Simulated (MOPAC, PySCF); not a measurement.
C8H7FSSi, SMILES `Fc1c([SiH3])sc2ccccc12`, neutral singlet in the gas phase. 

Cartesian coordinates (Å):
```xyz
18

F      1.2781    -0.0871     2.1636
C      0.9317    -0.0657     0.8668
C      1.8439    -0.1357    -0.1667
Si     3.7101    -0.2722    -0.0413
S      1.0042    -0.0789    -1.7131
C     -0.5666     0.0386    -0.9425
C     -1.8244     0.1290    -1.5657
C     -2.9600     0.2147    -0.7539
C     -2.8540     0.2114     0.6582
C     -1.6084     0.1219     1.2804
C     -0.4487     0.0344     0.4772
H      4.1872    -1.5306    -0.7129
H      4.0848    -0.2953     1.4103
H      4.3654     0.8989    -0.7204
H     -1.9113     0.1320    -2.6621
H     -3.9528     0.2863    -1.2230
H     -3.7661     0.2801     1.2694
H     -1.5130     0.1183     2.3760
```
Charge 0, multiplicity 1.

All levels are single points at this geometry (PBE-D3(BJ)/def2-SVP); Pople sets use spherical d functions. Orbital energies aren't observables, and empty levels follow the basis.

```
level                          HOMO (eV)  LUMO (eV)  gap (eV)  dipole (D)  vertical IE, Delta-SCF (eV)
-----------------------------  ---------  ---------  --------  ----------  ---------------------------
PBE-D3(BJ)/def2-TZVP in PySCF      -5.51      -2.19      3.32        1.35                         7.88
B3LYP/3-21G in PySCF               -6.08      -1.19      4.89        1.46                            –
B3LYP/6-311+G** in PySCF           -6.32      -1.61      4.70        1.46                            –
B3LYP/LANL2DZ in PySCF             -6.28      -1.41      4.88        1.55                            –
M06-2X/6-31G* in PySCF             -7.27      -0.36      6.91        1.42                            –
SVWN5/6-31G* in PySCF              -5.38      -2.01      3.37        1.33                         7.86
HF/3-21G in PySCF                  -8.43       2.11     10.54        2.04                            –
HF/STO-3G in PySCF                 -5.83       5.93     11.76        0.69                            –
AM1 in MOPAC                       -8.52      -0.61      7.91        1.25                            –
```
